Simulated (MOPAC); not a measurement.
Input file for MOPAC: PM3 on H3OSb (SMILES [OH][SbH2]), a point of a bond scan (R = 1.300 Å).

```
PM3 1SCF PRECISE CHARGE=0 THREADS=1
H3OSb

Sb    -0.13991851 1    -0.18850357 1     0.17284294 1
H     -1.57925916 1    -0.00123820 1    -0.74909475 1
H      0.34632779 1    -1.50101127 1    -0.82596986 1
O      0.87678159 1     1.17036346 1    -0.87102850 1
H      1.52173199 1     1.95695491 1    -0.06193166 1
```

The log:

```
*******************************************************************************
 **                                                                           **
 **                              MOPAC v23.2.5                                **
 **                                                                           **
 *******************************************************************************
 ** MOPAC's Digital Object Identifier: https://doi.org/10.5281/zenodo.6511958 **
 **                                                                           **
 ** Please cite the open-source release paper for use of this MOPAC version:  **
 ** J. E. Moussa and J. J. P. Stewart (2026)                                  **
 ** MOPAC: An open-source semiempirical molecular orbital program             **
 ** J. Open Source Softw., 11(119), 8025, https://doi.org/10.21105/joss.08025 **
 *******************************************************************************

                              PM3 CALCULATION RESULTS

 *******************************************************************************
 *  PM3        - The PM3 Hamiltonian to be used
 *
 *
 *
 *                 CHARGE ON SYSTEM = 0
 *
 *
 *
 *  PRECISE    - TIGHTER CRITERIA TO BE USED
 *  1SCF       - DO 1 SCF AND THEN STOP
 *  THREADS=1  - MULTI-THREADING NOT USED
 *  T=         - A TIME OF 172800.0 SECONDS REQUESTED
 *  DUMP=N     - RESTART FILE WRITTEN EVERY 7200.0 SECONDS REQUESTED
 *******************************************************************************
PM3 1SCF PRECISE CHARGE=0 THREADS=1
 H3OSb

   ATOM   CHEMICAL          X               Y               Z
  NUMBER   SYMBOL      (ANGSTROMS)     (ANGSTROMS)     (ANGSTROMS)

     1      Sb         -0.13991851  *  -0.18850357  *   0.17284294  *
     2       H         -1.57925916  *  -0.00123820  *  -0.74909475  *
     3       H          0.34632779  *  -1.50101127  *  -0.82596986  *
     4       O          0.87678159  *   1.17036346  *  -0.87102850  *
     5       H          1.52173199  *   1.95695491  *  -0.06193166  *



          CARTESIAN COORDINATES

    NO.       ATOM           X           Y           Z

     1        Sb         -0.1399     -0.1885      0.1728
     2         H         -1.5793     -0.0012     -0.7491
     3         H          0.3463     -1.5010     -0.8260
     4         O          0.8768      1.1704     -0.8710
     5         H          1.5217      1.9570     -0.0619

  H: (PM3): J. J. P. STEWART, J. COMP. CHEM. 10, 209 (1989).
  O: (PM3): J. J. P. STEWART, J. COMP. CHEM. 10, 209 (1989).
 Sb: (PM3): J. J. P. STEWART, J. COMP. CHEM. 12, 320-341 (1991).

           Empirical Formula: H3 O Sb  =     5 atoms



      MOLECULAR POINT GROUP   :   Cs


      RHF CALCULATION, NO. OF DOUBLY OCCUPIED LEVELS = 7


 -------------------------------------------------------------------------------
 PM3 1SCF PRECISE CHARGE=0 THREADS=1
 H3OSb



     1SCF WAS SPECIFIED, SO BFGS WAS NOT USED
     SCF FIELD WAS ACHIEVED


                              PM3 CALCULATION
                                                       MOPAC v23.2.5 Linux




          FINAL HEAT OF FORMATION =         37.53574 KCAL/MOL =     157.04954 KJ/MOL


          COSMO AREA              =         95.24 SQUARE ANGSTROMS
          COSMO VOLUME            =         82.11 CUBIC ANGSTROMS

          IONIZATION POTENTIAL    =         10.448881 EV
          HOMO LUMO ENERGIES (EV) =        -10.449  0.112
          NO. OF FILLED LEVELS    =          7
          MOLECULAR WEIGHT        =        140.7731         POINT GROUP:  Cs

          MOLECULAR DIMENSIONS (Angstroms)

            Atom       Atom       Distance
            H     5    H     3     3.73133
            H     2    H     5     2.30751
            O     4   Sb     1     1.37137


          SCF CALCULATIONS        =          1





   ATOM   CHEMICAL          X               Y               Z
  NUMBER   SYMBOL      (ANGSTROMS)     (ANGSTROMS)     (ANGSTROMS)

     1      Sb         -0.13991851  *  -0.18850357  *   0.17284294  *
     2       H         -1.57925916  *  -0.00123820  *  -0.74909475  *
     3       H          0.34632779  *  -1.50101127  *  -0.82596986  *
     4       O          0.87678159  *   1.17036346  *  -0.87102850  *
     5       H          1.52173199  *   1.95695491  *  -0.06193166  *

                             CARTESIAN COORDINATES

   1   Sb       -0.139918510    -0.188503570     0.172842940
   2    H       -1.579259160    -0.001238200    -0.749094750
   3    H        0.346327790    -1.501011270    -0.825969860
   4    O        0.876781590     1.170363460    -0.871028500
   5    H        1.521731990     1.956954910    -0.061931660


           Empirical Formula: H3 O Sb  =     5 atoms



      MOLECULAR POINT GROUP   :   Cs


                  EIGENVALUES
 -38.11582 -30.54233 -14.64027 -12.90550 -12.61715 -10.75475 -10.44888   0.11230
   0.17854   0.32625   2.56933


              NET ATOMIC CHARGES AND DIPOLE CONTRIBUTIONS

  ATOM NO.   TYPE          CHARGE      No. of ELECS.   s-Pop       p-Pop
    1         Sb           0.606738        4.3933     1.92396     2.46930
    2          H          -0.137229        1.1372     1.13723
    3          H          -0.137229        1.1372     1.13723
    4          O          -0.525998        6.5260     1.88380     4.64220
    5          H           0.193719        0.8063     0.80628
 DIPOLE           X         Y         Z       TOTAL
 POINT-CHG.    -0.394    -0.695     3.685     3.771
 HYBRID        -0.092    -0.042    -1.474     1.478
 SUM           -0.486    -0.737     2.211     2.381


          ATOMIC ORBITAL ELECTRON POPULATIONS

     Atom    s        px        py        pz
    1 Sb   1.92396   0.78875   0.73705   0.94349
    2  H   1.13723
    3  H   1.13723
    4  O   1.88380   1.69712   1.52847   1.41661
    5  H   0.80628

 **********************
 *                    *
 * JOB ENDED NORMALLY *
 *                    *
 **********************




 == MOPAC DONE ==
```

The run finished.

Cost: about 0.020 core-seconds (a rough figure).
